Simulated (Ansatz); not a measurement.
One change: `C=N[SiH](O)F` becomes `[OH][GeH2][SiH](O)F`.

Ansatz, PBE0-D4/def2-TZVP geometries, multiplicity 1. Each molecule was computed in one conformer, which needn't be the lowest.

Scalar relativity is left out up to krypton.

| property | `C=N[SiH](O)F` |
| --- | --- |
| LUMO energy (PBE/def2-TZVPP) / eV | -2.47 |
| LUMO energy (PBE0/def2-TZVPP) / eV | -1.36 |
| HOMO energy (B3LYP/def2-TZVPP) / eV | -7.36 |
| size of the dipole moment (B3LYP/def2-TZVPP) / D | 2.22 |
| HOMO energy (PBE/def2-TZVPP) / eV | -6.12 |
| HOMO energy (PBE0/def2-TZVPP) / eV | -7.58 |

(1) What does the change do to each property? (Best estimate.)

Answers

(1) Computed: 
| property | `[OH][GeH2][SiH](O)F` | shift |
| --- | --- | --- |
| LUMO energy (PBE/def2-TZVPP) / eV | -1.56 | 0.91 |
| LUMO energy (PBE0/def2-TZVPP) / eV | -0.72 | 0.64 |
| HOMO energy (B3LYP/def2-TZVPP) / eV | -7.94 | -0.58 |
| size of the dipole moment (B3LYP/def2-TZVPP) / D | 2.74 | 0.52 |
| HOMO energy (PBE/def2-TZVPP) / eV | -6.72 | -0.60 |
| HOMO energy (PBE0/def2-TZVPP) / eV | -8.14 | -0.56 |

With PBE0 the HOMO falls by 0.56 eV and the LUMO rises by 0.64 eV, so the gap widens by about 1.20 eV. PBE moves the HOMO by -0.60 eV and ωB97M-V by -0.29 eV. Dipoles are sizes alone; their direction can turn.

B3LYP here is the variant with VWN-RPA as its local correlation; programs differ in this.
